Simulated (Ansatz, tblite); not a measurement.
Removing and adding an electron: Si(SiH3)4 (Si5H12). Charge 0, multiplicity 1. Geometry: PBE-D4/def2-SVP. Ansatz, gas phase; energy differences of separate SCF runs; the oxidised species was run as a doublet alone; the reduced species was run as a doublet alone.

```csv
atom,x (Å),y (Å),z (Å)
Si1,-0.001,-0.002,-0.001
Si2,-1.154,0.388,-2.011
H3,-2.452,-0.378,-2.022
H4,-0.321,-0.056,-3.185
H5,-1.458,1.855,-2.160
Si6,-1.335,0.678,1.811
H7,-0.604,0.457,3.109
H8,-2.618,-0.111,1.839
H9,-1.670,2.141,1.687
Si10,2.003,1.226,0.004
H11,2.864,0.824,-1.166
H12,2.767,0.969,1.276
H13,1.711,2.700,-0.095
Si14,0.486,-2.293,0.196
H15,-0.786,-3.100,0.177
H16,1.210,-2.562,1.489
H17,1.358,-2.738,-0.949
```

The xTB rows come from tblite. HOMO above LUMO, or a gap near zero within one spin, warns that the state may not be the lowest or that an electron is smeared out.

```tsv
level	−HOMO (eV)	vertical IE (eV)	−LUMO (eV)	vertical EA (eV)	HOMO–LUMO gap (eV)	IE − EA (eV)	remarks
GFN1-xTB	11.40	13.15	7.72	5.53	3.68	7.62	–
GFN2-xTB	9.57	11.70	5.68	3.44	3.89	8.25	–
HF/def2-TZVP	10.46	9.06	-2.69	–	13.15	–	–
HF/def2-TZVPD	10.45	–	-1.62	-1.60	12.07	–	HOMO above zero (-1 doublet)
PBE-D4/def2-TZVP	6.96	9.26	1.18	–	5.78	–	gap within one spin near zero (+1 doublet)
PBE-D4/def2-TZVPD	6.97	–	1.22	-0.45	5.75	–	HOMO above zero (-1 doublet), gap within one spin near zero (-1 doublet)
PBE0-D4/def2-TZVP	8.01	9.55	0.40	–	7.61	–	–
PBE0-D4/def2-TZVPD	8.01	–	0.45	-0.67	7.56	–	HOMO above zero (-1 doublet)
```

   A HOMO above zero means that the electron is unbound at that level or that self-interaction error raises the level; the energy of removing that electron tells which. Raw xTB energy differences between charge states are shifted by several eV; the methods need an empirical correction for them. A negative affinity means that the extra electron isn't bound; its size then hangs on the basis.
